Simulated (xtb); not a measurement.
xtb input (GFN2-xTB):

```bash
xtb mol.xyz --gfn 2 --sp --chrg 0 --uhf 0
```
mol.xyz:
```
9

F      1.80738307    -0.92284836     0.00893852
C      0.68308442    -0.24341590     0.00400164
C      0.43429226     1.04615514     0.17198054
O     -0.93576998     1.25605864    -0.01992981
C     -1.49023792    -0.04888099     0.06603119
O     -0.43723869    -0.96832040    -0.27238507
H      1.06941773     1.89147937     0.35120076
H     -1.80823690    -0.25338904     1.09809593
H     -2.30639176    -0.15751031    -0.64330463
```

Output:

```
           -------------------------------------------------
          |                Calculation Setup                |
           -------------------------------------------------

           -------------------------------------------------
          |                 G F N 2 - x T B                 |
           -------------------------------------------------

        Reference                      10.1021/acs.jctc.8b01176
      * Hamiltonian:
        H0-scaling (s, p, d)           1.850000    2.230000    2.230000
        zeta-weighting                 0.500000
      * Dispersion:
        s8                             2.700000
        a1                             0.520000
        a2                             5.000000
        s9                             5.000000
      * Repulsion:
        kExp                           1.500000    1.000000
        rExp                           1.000000
      * Coulomb:
        alpha                          2.000000
        third order                    shell-resolved
        anisotropic                    true
        a3                             3.000000
        a5                             4.000000
        cn-shift                       1.200000
        cn-exp                         4.000000
        max-rad                        5.000000

          ...................................................
          :                      SETUP                      :
          :.................................................:
          :  # basis functions                  27          :
          :  # atomic orbitals                  27          :
          :  # shells                           15          :
          :  # electrons                        34          :
          :  max. iterations                   250          :
          :  Hamiltonian                  GFN2-xTB          :
          :  restarted?                      false          :
          :  GBSA solvation                  false          :
          :  PC potential                    false          :
          :  electronic temp.          300.0000000     K    :
          :  accuracy                    1.0000000          :
          :  -> integral cutoff          0.2500000E+02      :
          :  -> integral neglect         0.1000000E-07      :
          :  -> SCF convergence          0.1000000E-05 Eh   :
          :  -> wf. convergence          0.1000000E-03 e    :
          :  Broyden damping             0.4000000          :
          :  net charge                          0          :
          :  unpaired electrons                  0          :
          ...................................................

 iter      E             dE          RMSdq      gap      omega  full diag
   1    -20.8911403 -0.208911E+02  0.581E+00    4.87       0.0  T
   2    -20.9144860 -0.233457E-01  0.344E+00    4.49       1.0  T
   3    -20.9073127  0.717337E-02  0.209E+00    4.63       1.0  T
   4    -20.9261098 -0.187972E-01  0.502E-01    4.52       1.0  T
   5    -20.9267226 -0.612808E-03  0.995E-02    4.53       1.0  T
   6    -20.9267287 -0.604445E-05  0.364E-02    4.54       1.0  T
   7    -20.9267297 -0.105812E-05  0.123E-02    4.54       2.7  T
   8    -20.9267299 -0.166048E-06  0.197E-03    4.54      16.9  T
   9    -20.9267299 -0.474150E-08  0.607E-04    4.54      54.9  T
  10    -20.9267299 -0.697984E-09  0.212E-04    4.54     157.3  T

   *** convergence criteria satisfied after 10 iterations ***

         #    Occupation            Energy/Eh            Energy/eV
      -------------------------------------------------------------
         1        2.0000           -0.8574864             -23.3334
       ...           ...                  ...                  ...
        11        2.0000           -0.5599723             -15.2376
        12        2.0000           -0.5432257             -14.7819
        13        2.0000           -0.5312571             -14.4562
        14        2.0000           -0.5162954             -14.0491
        15        2.0000           -0.5059510             -13.7676
        16        2.0000           -0.4931987             -13.4206
        17        2.0000           -0.3917115             -10.6590 (HOMO)
        18                         -0.2248952              -6.1197 (LUMO)
        19                         -0.0476334              -1.2962
        20                          0.0197754               0.5381
        21                          0.0453059               1.2328
        22                          0.0813365               2.2133
       ...                                ...                  ...
        27                          0.6432155              17.5028
      -------------------------------------------------------------
                  HL-Gap            0.1668163 Eh            4.5393 eV
             Fermi-level           -0.3083033 Eh           -8.3894 eV

 SCC (total)                   0 d,  0 h,  0 min,  0.004 sec
 SCC setup                      ...        0 min,  0.000 sec (  1.739%)
 Dispersion                     ...        0 min,  0.000 sec (  0.906%)
 classical contributions        ...        0 min,  0.000 sec (  0.290%)
 integral evaluation            ...        0 min,  0.001 sec ( 16.033%)
 iterations                     ...        0 min,  0.002 sec ( 50.209%)
 molecular gradient             ...        0 min,  0.001 sec ( 28.601%)
 printout                       ...        0 min,  0.000 sec (  1.877%)

         :::::::::::::::::::::::::::::::::::::::::::::::::::::
         ::                     SUMMARY                     ::
         :::::::::::::::::::::::::::::::::::::::::::::::::::::
         :: total energy             -20.779056086068 Eh    ::
         :: gradient norm              0.031320357542 Eh/a0 ::
         :: HOMO-LUMO gap              4.539302619331 eV    ::
         ::.................................................::
         :: SCC energy               -20.926728534830 Eh    ::
         :: -> isotropic ES            0.041117126904 Eh    ::
         :: -> anisotropic ES          0.000895171641 Eh    ::
         :: -> anisotropic XC         -0.006948792134 Eh    ::
         :: -> dispersion             -0.004517689191 Eh    ::
         :: repulsion energy           0.147672448763 Eh    ::
         :: add. restraining           0.000000000000 Eh    ::
         :: total charge               0.000000000000 e     ::
         :::::::::::::::::::::::::::::::::::::::::::::::::::::

           -------------------------------------------------
          |                Property Printout                |
           -------------------------------------------------

    * Orbital Energies and Occupations

         #    Occupation            Energy/Eh            Energy/eV
      -------------------------------------------------------------
         1        2.0000           -0.8574864             -23.3334
       ...           ...                  ...                  ...
         5        2.0000           -0.6742298             -18.3467
         6        2.0000           -0.6601901             -17.9647
         7        2.0000           -0.6212365             -16.9047
         8        2.0000           -0.6110462             -16.6274
         9        2.0000           -0.5760830             -15.6760
        10        2.0000           -0.5705231             -15.5247
        11        2.0000           -0.5599723             -15.2376
        12        2.0000           -0.5432257             -14.7819
        13        2.0000           -0.5312571             -14.4562
        14        2.0000           -0.5162954             -14.0491
        15        2.0000           -0.5059510             -13.7676
        16        2.0000           -0.4931987             -13.4206
Note: The following floating-point exceptions are signalling: IEEE_UNDERFLOW_FLAG IEEE_DENORMAL
normal termination of xtb
        17        2.0000           -0.3917115             -10.6590 (HOMO)
        18                         -0.2248952              -6.1197 (LUMO)
        19                         -0.0476334              -1.2962
        20                          0.0197754               0.5381
        21                          0.0453059               1.2328
        22                          0.0813365               2.2133
        23                          0.1071135               2.9147
        24                          0.1550790               4.2199
        25                          0.1993362               5.4242
        26                          0.3058379               8.3223
        27                          0.6432155              17.5028
      -------------------------------------------------------------
                  HL-Gap            0.1668163 Eh            4.5393 eV
             Fermi-level           -0.3083033 Eh           -8.3894 eV

     #   Z          covCN         q      C6AA      α(0)
     1   9 F        0.785    -0.177    11.006     3.919
     2   6 C        2.796     0.282    22.232     7.724
     3   6 C        2.890     0.028    27.367     8.577
     4   8 O        1.715    -0.281    18.658     5.832
     5   6 C        3.830     0.207    17.330     5.923
     6   8 O        1.709    -0.278    18.617     5.826
     7   1 H        0.926     0.091     1.869     2.138
     8   1 H        0.923     0.048     2.346     2.395
     9   1 H        0.925     0.080     1.975     2.198

 Mol. C6AA /au·bohr⁶  :        912.722685
 Mol. C8AA /au·bohr⁸  :      20355.783264
 Mol. α(0) /au        :         44.531658

Wiberg/Mayer (AO) data.
largest (>0.10) Wiberg bond orders for each atom

 ---------------------------------------------------------------------------
     #   Z sym  total        # sym  WBO       # sym  WBO       # sym  WBO
 ---------------------------------------------------------------------------
     1   9 F    1.144 --     2 C    0.995
     2   6 C    3.853 --     3 C    1.728     6 O    1.026     1 F    0.995
     3   6 C    3.903 --     2 C    1.728     4 O    1.006     7 H    0.962
                             6 O    0.107
     4   8 O    2.157 --     3 C    1.006     5 C    0.984
     5   6 C    3.910 --     4 O    0.984     9 H    0.968     8 H    0.961
                             6 O    0.957
     6   8 O    2.193 --     2 C    1.026     5 C    0.957     3 C    0.107
     7   1 H    0.992 --     3 C    0.962
     8   1 H    0.998 --     5 C    0.961
     9   1 H    0.994 --     5 C    0.968
 ---------------------------------------------------------------------------

Topologies differ in total number of bonds
Writing topology from bond orders to xtbtopo.mol

molecular dipole:
                 x           y           z       tot (Debye)
 q only:       -0.406       0.338       0.250
   full:       -0.442       0.345       0.304       1.621
molecular quadrupole (traceless):
                xx          xy          yy          xz          yz          zz
 q only:        2.153       3.881      -2.575      -0.003      -0.030       0.423
  q+dip:        0.241       5.337      -2.842       0.082      -0.107       2.601
   full:        1.154       5.132      -3.236      -0.019      -0.174       2.081

           -------------------------------------------------
          | TOTAL ENERGY              -20.779056086068 Eh   |
          | GRADIENT NORM               0.031320357542 Eh/α |
          | HOMO-LUMO GAP               4.539302619331 eV   |
           -------------------------------------------------

------------------------------------------------------------------------
------------------------------------------------------------------------
 total:
 SCF:
```
